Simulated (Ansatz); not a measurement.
InCl3⁻. Total charge -1; doublet. Geometry PBE0-D4/def2-SVP, that of the neutral singlet.

```xyz
4

In    0.000    0.000    0.000
Cl    2.044   -0.425   -1.011
Cl   -1.851    0.520   -1.299
Cl   -0.194   -0.095    2.310
```

In the def2 sets In takes a core potential; there is no spin–orbit coupling. At PBE-D4/def2-TZVPD, r2SCAN-D4/def2-TZVPD, PBE0-D4/def2-TZVPD the highest occupied level of the charge -1 doublet lies above zero (up to 0.78 eV). By energy differences its removal costs 1.48 eV (vertical, to the charge 0 singlet, at r2SCAN-D4/def2-TZVPD); a positive level beside a positive removal energy at the same level points to self-interaction error.

Q: Estimate the α-spin orbital energies around the gap (eV) in Ansatz with PBE-D4/def2-TZVPD, r2SCAN-D4/def2-TZVPD, PBE0-D4/def2-TZVPD.

A: 
```json
{"orbital": "HOMO−5", "PBE-D4/def2-TZVPD": "-3.33", "r2SCAN-D4/def2-TZVPD": "-3.61", "PBE0-D4/def2-TZVPD": "-4.66"}
{"orbital": "HOMO−4", "PBE-D4/def2-TZVPD": "-3.33", "r2SCAN-D4/def2-TZVPD": "-3.61", "PBE0-D4/def2-TZVPD": "-4.66"}
{"orbital": "HOMO−3", "PBE-D4/def2-TZVPD": "-3.28", "r2SCAN-D4/def2-TZVPD": "-3.58", "PBE0-D4/def2-TZVPD": "-4.64"}
{"orbital": "HOMO−2", "PBE-D4/def2-TZVPD": "-3.28", "r2SCAN-D4/def2-TZVPD": "-3.58", "PBE0-D4/def2-TZVPD": "-4.64"}
{"orbital": "HOMO−1", "PBE-D4/def2-TZVPD": "-3.18", "r2SCAN-D4/def2-TZVPD": "-3.48", "PBE0-D4/def2-TZVPD": "-4.54"}
{"orbital": "HOMO", "PBE-D4/def2-TZVPD": "0.77", "r2SCAN-D4/def2-TZVPD": "0.78", "PBE0-D4/def2-TZVPD": "0.17"}
{"orbital": "LUMO", "PBE-D4/def2-TZVPD": "1.96", "r2SCAN-D4/def2-TZVPD": "1.91", "PBE0-D4/def2-TZVPD": "2.55"}
{"orbital": "LUMO+1", "PBE-D4/def2-TZVPD": "2.86", "r2SCAN-D4/def2-TZVPD": "3.32", "PBE0-D4/def2-TZVPD": "3.27"}
{"orbital": "LUMO+2", "PBE-D4/def2-TZVPD": "2.99", "r2SCAN-D4/def2-TZVPD": "3.55", "PBE0-D4/def2-TZVPD": "3.42"}
{"orbital": "LUMO+3", "PBE-D4/def2-TZVPD": "2.99", "r2SCAN-D4/def2-TZVPD": "3.55", "PBE0-D4/def2-TZVPD": "3.42"}
{"orbital": "LUMO+4", "PBE-D4/def2-TZVPD": "3.81", "r2SCAN-D4/def2-TZVPD": "4.31", "PBE0-D4/def2-TZVPD": "4.24"}
{"orbital": "LUMO+5", "PBE-D4/def2-TZVPD": "3.96", "r2SCAN-D4/def2-TZVPD": "4.52", "PBE0-D4/def2-TZVPD": "4.43"}
{"orbital": "β HOMO", "PBE-D4/def2-TZVPD": "-3.12", "r2SCAN-D4/def2-TZVPD": "-3.40", "PBE0-D4/def2-TZVPD": "-4.47"}
{"orbital": "β LUMO", "PBE-D4/def2-TZVPD": "1.18", "r2SCAN-D4/def2-TZVPD": "1.58", "PBE0-D4/def2-TZVPD": "2.01"}
```
